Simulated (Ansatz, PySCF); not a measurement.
Reaction (SMILES): [CH3][GeH2][CH3] -> [CH2-][GeH2][CH3] + H+
Geometries: B3LYP-D3(BJ)/def2-TZVP minima from Ansatz (a quantum-chemistry and plane-wave program), one conformer each, not searched for the lowest.

Wanted: gas-phase deprotonation energy (enthalpy at 298 K, with B3LYP-D3(BJ) rigid-rotor harmonic-oscillator terms from PySCF), in kcal/mol. Correlated levels leave the core frozen unless marked. Spin-orbit coupling is left out. Frozen are the shells of the preceding noble gas and the d and f shells that filled before the atom's block. Non-relativistic. Anions need diffuse functions: aug- sets have them; def2-D sets add few; the other sets have none. Basis-set limits of correlation are two-point, X^-3; Hartree-Fock from the larger set.

```tsv
level	program	gas-phase deprotonation energy (kcal/mol)
BLYP-D3(BJ)/def2-TZVPD	Ansatz + dftd3	…
revPBE-D3(BJ)/def2-TZVPD	Ansatz + dftd3	394.9
PBE0/6-31G*	Ansatz	…
BHLYP-D4/def2-TZVPD	Ansatz + dftd4	…
CAM-B3LYP-D4/def2-TZVPD	Ansatz + dftd4	395.7
CCSD(T)/CBS(aug-cc-pVTZ,aug-cc-pVQZ)	Ansatz	394.5
```

### Question
Some entries are withheld; supply them.

### Answer

- BLYP-D3(BJ)/def2-TZVPD, gas-phase deprotonation energy (kcal/mol): 392.1
- PBE0/6-31G*, gas-phase deprotonation energy (kcal/mol): 409.4
- BHLYP-D4/def2-TZVPD, gas-phase deprotonation energy (kcal/mol): 399.5
